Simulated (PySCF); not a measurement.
Steps of a relaxation of Eu(BH4)2

Eu(BH4)2 (singlet in the valence; each metal's 4f electrons, 7 of them, lie in its core potential, out of spins and levels). PySCF 2.14.0, RKS PBE0, Eu lcecp-0-SVP with ECP53, B def2-SVP, H def2-SVP; non-relativistic Hamiltonian with scalar-relativistic core potentials where named; density fitting; no spin-orbit coupling. Origin of the start: template. Columns: position (Å) and force (eV/Å). Energies are counted from the last step; some of the 23 steps are shown. Forces carry noise of the integration grid, about 0.01 to 0.03 eV/Å.

Run from Python with OMP_NUM_THREADS=2. Where DIIS fails, smearing, a level shift and second-order steps follow.
It took 2.1 min on 2 threads of Intel(R) Xeon(R) Platinum 8259CL CPU @ 2.50GHz (Skylake/Cascade Lake), with other jobs on the host, from the converged density of the start.

```xyz
11
step 0  E = 0.146 eV
Eu    0.0000    0.0000   -0.1774     0.00    0.00    0.66
B     2.4150    0.0000    0.9034    -0.01   -0.02   -0.01
H     3.5104    0.0000    1.3936     0.28    0.00    0.13
H     1.6949   -0.8335    1.4943    -0.23    0.04   -0.17
H     2.5005   -0.3051   -0.3058    -0.24    0.00   -0.15
H     1.9108    1.1386    1.0120    -0.25   -0.02   -0.14
B    -2.4150    0.0000    0.9034     0.01    0.02   -0.01
H    -3.5104    0.0000    1.3936    -0.28    0.00    0.13
H    -1.6949    0.8335    1.4943     0.23   -0.04   -0.17
H    -2.5005    0.3051   -0.3058     0.24    0.00   -0.15
H    -1.9108   -1.1386    1.0120     0.25    0.02   -0.14
```

```xyz
11
step 7  E = 0.045 eV
Eu    0.0000    0.0000    0.0147     0.00    0.00   -0.02
B     2.4328   -0.0017    0.8898     0.14   -0.01    0.08
H     3.5577   -0.0002    1.3304     0.07    0.00    0.02
H     1.7110   -0.8326    1.4882    -0.01   -0.01   -0.02
H     2.4084   -0.2927   -0.3267    -0.04    0.00   -0.06
H     1.8888    1.1188    1.0196    -0.02    0.02   -0.01
B    -2.4328    0.0017    0.8898    -0.14    0.01    0.08
H    -3.5577    0.0002    1.3303    -0.07    0.00    0.02
H    -1.7110    0.8326    1.4883     0.01    0.01   -0.02
H    -2.4082    0.2927   -0.3267     0.04    0.00   -0.06
H    -1.8888   -1.1189    1.0196     0.02   -0.02   -0.01
```

```xyz
11
step 15  E = 0.004 eV
Eu   -0.0001    0.0000    0.5537     0.00    0.00    0.03
B     2.6076   -0.0014    0.8313    -0.03   -0.02    0.00
H     3.8137   -0.0081    0.9565    -0.05    0.00    0.01
H     2.0435   -0.8371    1.5844     0.04    0.03   -0.03
H     2.2578   -0.2800   -0.3426     0.00    0.00    0.01
H     2.1088    1.1191    1.1022     0.00   -0.01   -0.01
B    -2.6077    0.0014    0.8313     0.03    0.02    0.00
H    -3.8137    0.0081    0.9566     0.05    0.00    0.01
H    -2.0435    0.8371    1.5844    -0.04   -0.03   -0.03
H    -2.2578    0.2800   -0.3426     0.00    0.00    0.01
H    -2.1087   -1.1190    1.1021     0.00    0.01   -0.01
```

**Question.** Where does the relaxation end?

**Answer.** It converges at step 22 in D3:
```xyz
11
step 22  E = 0
Eu    0.0001    0.0000    0.7949
B     2.6176   -0.0029    0.8016
H     3.8287   -0.0028    0.8092
H     2.1415   -0.8218    1.6265
H     2.1503   -0.3088   -0.3229
H     2.1475    1.1226    1.0967
B    -2.6176    0.0029    0.8016
H    -3.8287    0.0029    0.8092
H    -2.1415    0.8217    1.6266
H    -2.1503    0.3089   -0.3229
H    -2.1476   -1.1227    1.0967
```

**Question.** How did the contacts change?

**Answer.** 
```csv
contact,start (Å),end (Å)
Eu1–H4 (BH4),2.522,2.440
Eu1–H9 (BH4),2.522,2.440
```


An lcecp potential fixes the number of 4f electrons, so in runs with it no electron can move into or out of that shell.
